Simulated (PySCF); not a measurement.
Isomers of C4H12N2SSi, mass 148.049 u with the commonest isotopes. Computed with PBE0/pcSseg-1 in PySCF (dipole) on a GFN2-xTB geometry, gas phase. One conformer each, none proved a minimum here; rigid rotors.

Question: Order these by rotational constant A, largest first.
A. `[NH2:1][CH2:2][C:3]1([NH:4][SiH2:5][SH:6])[CH2:7][CH2:8]1` with H–N1–C2–C3 59° and -60°, N1–C2–C3–N4 61°, C2–C3–N4–Si5 56°, C3–N4–Si5–S6 39°, N4–Si5–S6–H 47°
B. `[CH3:1]/[N:2]=[CH:3]\[CH2:4][N:5]([CH3:6])[SiH2:7][SH:8]` with N2–C3–C4–N5 160°, C3–C4–N5–C6 -72°, C4–N5–Si7–S8 -166°, N5–Si7–S8–H 57°
C. `[H]/[N:1]=[C:2](/[CH2:3][NH2:4])[CH2:5][CH2:6][S:7][SiH3:8]` with N1–C2–C3–N4 3°, C2–C3–N4–H 60° and -55°, N1–C2–C5–C6 5°, C2–C5–C6–S7 177°, C5–C6–S7–Si8 -87°

Answer: B (4086 MHz), C (3359 MHz), A (1959 MHz).

Question: Order these by out-of-plane moment Σ m c² = (Ia + Ib − Ic)/2, largest first.
A. `[NH2:1][CH2:2][C:3]1([NH:4][SiH2:5][SH:6])[CH2:7][CH2:8]1` with H–N1–C2–C3 59° and -60°, N1–C2–C3–N4 61°, C2–C3–N4–Si5 56°, C3–N4–Si5–S6 39°, N4–Si5–S6–H 47°
B. `[CH3:1]/[N:2]=[CH:3]\[CH2:4][N:5]([CH3:6])[SiH2:7][SH:8]` with N2–C3–C4–N5 160°, C3–C4–N5–C6 -72°, C4–N5–Si7–S8 -166°, N5–Si7–S8–H 57°
C. `[H]/[N:1]=[C:2](/[CH2:3][NH2:4])[CH2:5][CH2:6][S:7][SiH3:8]` with N1–C2–C3–N4 3°, C2–C3–N4–H 60° and -55°, N1–C2–C5–C6 5°, C2–C5–C6–S7 177°, C5–C6–S7–Si8 -87°

Answer: A (90.24 u·Å²), C (53.08 u·Å²), B (44.81 u·Å²).

Question: Order these by rotational constant B, largest first.
A. `[H]/[N:1]=[C:2](/[CH2:3][NH2:4])[CH2:5][CH2:6][S:7][SiH3:8]` with N1–C2–C3–N4 3°, C2–C3–N4–H 60° and -55°, N1–C2–C5–C6 5°, C2–C5–C6–S7 177°, C5–C6–S7–Si8 -87°
B. `[CH3:1]/[N:2]=[CH:3]\[CH2:4][N:5]([CH3:6])[SiH2:7][SH:8]` with N2–C3–C4–N5 160°, C3–C4–N5–C6 -72°, C4–N5–Si7–S8 -166°, N5–Si7–S8–H 57°
C. `[NH2:1][CH2:2][C:3]1([NH:4][SiH2:5][SH:6])[CH2:7][CH2:8]1` with H–N1–C2–C3 59° and -60°, N1–C2–C3–N4 61°, C2–C3–N4–Si5 56°, C3–N4–Si5–S6 39°, N4–Si5–S6–H 47°

Answer: C (955.3 MHz), B (529.7 MHz), A (499.8 MHz).

```tsv
SMILES	point group	Ia (u·Å²)	Ib (u·Å²)	Ic (u·Å²)	κ	μa (D)	μb (D)	μc (D)
NCC1(N[SiH2]S)CC1	C1	258.03	529.05	606.61	-0.78	1.70	0.73	2.52
[H]/N=C(/CN)CCS[SiH3]	C1	150.44	1011.17	1055.45	-0.99	1.69	0.41	0.54
C/N=C\CN(C)[SiH2]S	C1	123.68	954.07	988.13	-0.99	1.25	0.62	1.29
```
